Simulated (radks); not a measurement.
Spin polarisation of the 4d9 shell in Ag2+. Start: [Kr] 4d(up 4.5, down 4.5); electrons of 4d are moved from spin down to spin up, other shells keep equal spins. All-electron calculation, non-relativistic Kohn-Sham, TPSS, spin-polarised, spherical densities, point nucleus; meta-GGA in the generalised Kohn-Sham scheme. Program: a radial shooting solver on a logarithmic mesh with Libxc functionals.

[
 {"moment (Bohr magnetons)": "0", "E - E(0) (eV)": "0.000", "e(4d up) (eV)": "-29.197", "e(4d down) (eV)": "-29.197", "4p down minus up (eV)": "0.000"},
 {"moment (Bohr magnetons)": "0.25", "E - E(0) (eV)": "-0.012", "e(4d up) (eV)": "-29.293", "e(4d down) (eV)": "-29.098", "4p down minus up (eV)": "0.204"},
 {"moment (Bohr magnetons)": "0.5", "E - E(0) (eV)": "-0.049", "e(4d up) (eV)": "-29.388", "e(4d down) (eV)": "-28.997", "4p down minus up (eV)": "0.409"},
 {"moment (Bohr magnetons)": "0.75", "E - E(0) (eV)": "-0.110", "e(4d up) (eV)": "-29.481", "e(4d down) (eV)": "-28.894", "4p down minus up (eV)": "0.613"},
 {"moment (Bohr magnetons)": "1", "E - E(0) (eV)": "-0.196", "e(4d up) (eV)": "-29.572", "e(4d down) (eV)": "-28.789", "4p down minus up (eV)": "0.818"}
]

At moment 1 the spin-polarisation energy is -0.196 eV and the 4d exchange splitting 0.783 eV, that is 0.783 eV per Bohr magneton; E = -I m^2/4 would give I = 0.783 eV.
